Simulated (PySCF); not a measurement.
All of these have the formula C2H9FSSi2. Theory: TDDFT wB97X-D/def2-SVPD, vertical, gas phase, core orbitals frozen in the response in PySCF. Geometries: GFN2-xTB; one conformer of each isolated species. Triplets are in the Tamm–Dancoff approximation.

Question: Rank by computed HOMO–LUMO gap, lowest first.
A. `F[C@H](C[SiH3])[SiH2]S`
B. `S(C([SiH3])(F)[SiH3])C`
C. `[SiH2](S)[C@@H](F)[SiH2]C`
D. `C[SiH2][Si@@H](F)SC`

Answer: D (9.84 eV), B (10.28 eV), C (10.61 eV), A (10.86 eV).

```json
{"SMILES": "C[SiH2][Si@@H](F)SC", "gap (eV)": "9.84", "S1 (eV)": "5.40", "α (au)": "101.2", "LUMO (eV)": "1.05", "f (S1)": "0.009", "S1 mainly": "H→L (86%)"}
{"SMILES": "CSC(F)([SiH3])[SiH3]", "gap (eV)": "10.28", "S1 (eV)": "5.58", "α (au)": "100.0", "LUMO (eV)": "1.70", "f (S1)": "0.003", "S1 mainly": "H→L (51%)"}
{"SMILES": "C[SiH2][C@H](F)[SiH2]S", "gap (eV)": "10.61", "S1 (eV)": "6.15", "α (au)": "97.8", "LUMO (eV)": "1.31", "f (S1)": "0.016", "S1 mainly": "H→L (86%)"}
{"SMILES": "F[C@H](C[SiH3])[SiH2]S", "gap (eV)": "10.86", "S1 (eV)": "6.29", "α (au)": "97.9", "LUMO (eV)": "1.43", "f (S1)": "0.017", "S1 mainly": "H→L (60%)"}
```

H and L stand for HOMO and LUMO.

- `C[SiH2][Si@@H](F)SC`: Löwdin shares by element: HOMO sulfur 71%, carbon 10% or more, silicon 9% or more; LUMO silicon 49%, sulfur 17%, fluorine 6% (atoms not listed hold the other 28%).
- `CSC(F)([SiH3])[SiH3]`: Löwdin shares by element: HOMO sulfur 65%, carbon 19%, silicon 4% or more; LUMO silicon 36%, sulfur 16%, carbon 9% or more (atoms not listed hold the other 39%).
- `C[SiH2][C@H](F)[SiH2]S`: Löwdin shares by element: HOMO sulfur 63%, silicon 10% or more, carbon 7% or more, hydrogen 5% or more; LUMO sulfur 26%, silicon 26%, carbon 8% or more (atoms not listed hold the other 40%).
- `F[C@H](C[SiH3])[SiH2]S`: Löwdin shares by element: HOMO sulfur 75%, silicon 11% or more, hydrogen 6% or more; LUMO sulfur 39%, silicon 20% or more, hydrogen 15% or more (atoms not listed hold the other 25%).
